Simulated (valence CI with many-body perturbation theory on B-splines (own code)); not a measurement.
## Yb XXI: M1 decay

Computed by configuration interaction combined with many-body perturbation theory (CI+MBPT): four valence electrons over a frozen Dirac-Fock core [Kr] 4d10, radial functions for each j: 8 s, 8 p, 9 d, 9 f, 6 g, 3 h, 2 i, with the one-electron correlation potential Σ1, the two-electron term Σ2, the three-electron term Σ3, Breit, model QED; selected CI, second order for the rest (own B-spline code, finite nucleus).

No measured spectrum was set against this ion. As an estimate, terms of the open shell hold to a few per cent of their energy, and close levels can change places. Core correlation moves these levels by up to 3300 cm⁻¹, and in measured spectra 5 to 20 % of such shifts remained as error; rates that hang on mixing are uncertain with them. Only levels of the ground parity were solved; by the run's estimate the other parity begins above the list, which can be wrong where configurations are misplaced.

Lines 1 to 50 of 120 in falling wavelength, among levels below 106510 cm⁻¹, chosen from the decays that carry over 1 % of a level's rate. Wavelengths and rates use the calculated energies, so an error of 2000 cm⁻¹ moves a line at 39280 Å by 79 % and its rate by three times that or more. Weak lines are less certain than strong ones. Lines between different terms over intervals too small for the method are left out, as are lines whose strength nearly cancels. Where a level lies close to another of its J and parity, the split of strength between their lines is uncertain. Intervals below about 2000 cm⁻¹, as at the head of this list, are uncertain by tens of per cent.

Names give the largest LS component (configuration and term), which can be under half, so a name can repeat, a term be missing and a line seem to break the LS rules; names also repeat where a configuration has a term twice. Letters in brackets count levels of one name in rising energy.

| λ vac (Å) | Upper | Lower | Type | A (s⁻¹) | Branch % |
| --- | --- | --- | --- | --- | --- |
| 98710 | 4f⁴ ⁵F_1 | 4f⁴ ⁵F_2 | M1 | 7.34e-02 | 100.0 |
| 39280 | 4f⁴ ⁵S_2 | 4f⁴ ⁵F_3 | M1 | 1.39e-01 | 2.6 |
| 22000 | 4f⁴ ³P_1 | 4f⁴ ³D_2 | M1 | 2.07e+00 | 1.4 |
| 20780 | 4f⁴ ⁵G_2 | 4f⁴ ⁵F_3 | M1 | 8.44e-01 | 6.0 |
| 19900 | 4f⁴ ³P_0 | 4f⁴ ³P_1 | M1 | 3.60e+00 | 17.3 |
| 16480 | 4f⁴ ⁵F_3 | 4f⁴ ⁵F_2 | M1 | 9.09e+00 | 80.6 |
| 15670 | 4f⁴ ⁵I_8 | 4f⁴ ⁵I_7 | M1 | 9.28e+00 | 100.0 |
| 14470 | 4f⁴ ⁵G_3 | 4f⁴ ⁵F_3 | M1 | 7.72e-01 | 2.2 |
| 14250 | 4f⁴ ⁵I_7 | 4f⁴ ⁵I_6 | M1 | 2.12e+01 | 100.0 |
| 13660 | 4f⁴ ³H_6 [a] | 4f⁴ ⁵G_5 | M1 | 9.54e+00 | 17.7 |
| 13150 | 4f⁴ ⁵S_2 | 4f⁴ ⁵F_1 | M1 | 2.03e+00 | 38.1 |
| 12900 | 4f⁴ ⁵I_6 | 4f⁴ ⁵I_5 | M1 | 3.35e+01 | 100.0 |
| 12830 | 4f⁴ ⁵G_3 | 4f⁴ ³G_4 [a] | M1 | 4.91e+00 | 14.2 |
| 12250 | 4f⁴ ⁵G_5 | 4f⁴ ⁵F_5 [b] | M1 | 3.40e+00 | 2.6 |
| 12190 | 4f⁴ ⁵G_5 | 4f⁴ ⁵G_4 | M1 | 2.42e+01 | 18.5 |
| 12140 | 4f⁴ ⁵I_5 | 4f⁴ ⁵I_4 | M1 | 3.22e+01 | 100.0 |
| 11610 | 4f⁴ ⁵S_2 | 4f⁴ ⁵F_2 | M1 | 3.16e+00 | 59.3 |
| 11180 | 4f⁴ ⁵G_4 | 4f⁴ ⁵F_4 | M1 | 3.19e+00 | 1.7 |
| 11120 | 4f⁴ ⁵F_5 [b] | 4f⁴ ⁵F_4 | M1 | 2.03e+01 | 15.7 |
| 10960 | 4f⁴ ⁵F_4 | 4f⁴ ⁵F_3 | M1 | 2.17e+01 | 17.3 |
| 10890 | 4f⁴ ⁵F_5 [b] | 4f⁴ ⁵F_5 [a] | M1 | 9.38e+00 | 7.3 |
| 10780 | 4f⁴ ⁵G_6 | 4f⁴ ⁵F_5 [b] | M1 | 1.24e+01 | 12.7 |
| 10190 | 4f⁴ ⁵F_5 [a] | 4f⁴ ³G_4 [a] | M1 | 2.14e+01 | 37.0 |
| 10130 | 4f⁴ ⁵G_2 | 4f⁴ ⁵F_1 | M1 | 5.29e+00 | 37.8 |
| 10040 | 4f⁴ ³D_3 | 4f⁴ ³D_2 | M1 | 1.16e+01 | 13.6 |
| 9992 | 4f⁴ ⁵F_4 | 4f⁴ ³G_4 [a] | M1 | 1.75e+01 | 14.0 |
| 9852 | 4f⁴ ³F_4 [a] | 4f⁴ ³G_3 [a] | M1 | 3.03e+00 | 1.6 |
| 9190 | 4f⁴ ⁵G_2 | 4f⁴ ⁵F_2 | M1 | 7.54e+00 | 53.8 |
| 8961 | 4f⁴ ⁵G_4 | 4f⁴ ⁵G_3 | M1 | 5.11e+01 | 27.3 |
| 8405 | 4f⁴ ³D_3 | 4f⁴ ⁵G_4 | M1 | 3.15e+00 | 3.7 |
| 8230 | 4f⁴ ³F_4 [a] | 4f⁴ ⁵F_5 [b] | M1 | 3.38e+00 | 1.8 |
| 7704 | 4f⁴ ⁵G_3 | 4f⁴ ⁵F_2 | M1 | 1.79e+01 | 51.9 |
| 7638 | 4f⁴ ³D_2 | 4f⁴ ⁵G_3 | M1 | 7.45e+00 | 4.1 |
| 7575 | 4f⁴ ³G_3 [a] | 4f⁴ ⁵G_3 | M1 | 2.55e+00 | 2.0 |
| 6862 | 4f⁴ ³L_8 | 4f⁴ ³M_8 | M1 | 1.25e+01 | 15.6 |
| 6583 | 4f⁴ ³D_2 | 4f⁴ ⁵G_2 | M1 | 1.49e+01 | 8.3 |
| 6536 | 4f⁴ ³G_3 [a] | 4f⁴ ⁵G_2 | M1 | 7.55e+01 | 58.6 |
| 6336 | 4f⁴ ³M_9 | 4f⁴ ³M_8 | M1 | 4.97e+01 | 70.3 |
| 6029 | 4f⁴ ³K_8 | 4f⁴ ³M_8 | M1 | 6.97e+01 | 41.3 |
| 5766 | 4f⁴ ⁵G_5 | 4f⁴ ⁵F_5 [a] | M1 | 1.54e+01 | 11.8 |
| 5729 | 4f⁴ ³D_2 | 4f⁴ ⁵S_2 | M1 | 3.59e+01 | 20.0 |
| 5693 | 4f⁴ ³G_3 [a] | 4f⁴ ⁵S_2 | M1 | 4.84e+00 | 3.8 |
| 5643 | 4f⁴ ³L_7 | 4f⁴ ³K_7 | M1 | 5.07e+01 | 22.1 |
| 5418 | 4f⁴ ⁵G_6 | 4f⁴ ⁵F_5 [a] | M1 | 3.79e+01 | 39.1 |
| 5316 | 4f⁴ ³L_8 | 4f⁴ ³K_7 | M1 | 6.48e+01 | 81.0 |
| 5275 | 4f⁴ ⁵G_4 | 4f⁴ ³G_4 [a] | M1 | 3.36e+01 | 17.9 |
| 5264 | 4f⁴ ⁵F_5 [b] | 4f⁴ ³G_4 [a] | M1 | 1.15e+01 | 8.9 |
| 5067 | 4f⁴ ³P_1 | 4f⁴ ⁵G_2 | M1 | 2.56e+00 | 1.7 |
| 4999 | 4f⁴ ³D_2 | 4f⁴ ⁵F_3 | M1 | 6.25e+01 | 34.8 |
| 4972 | 4f⁴ ³G_3 [a] | 4f⁴ ⁵F_3 | M1 | 3.42e+01 | 26.5 |
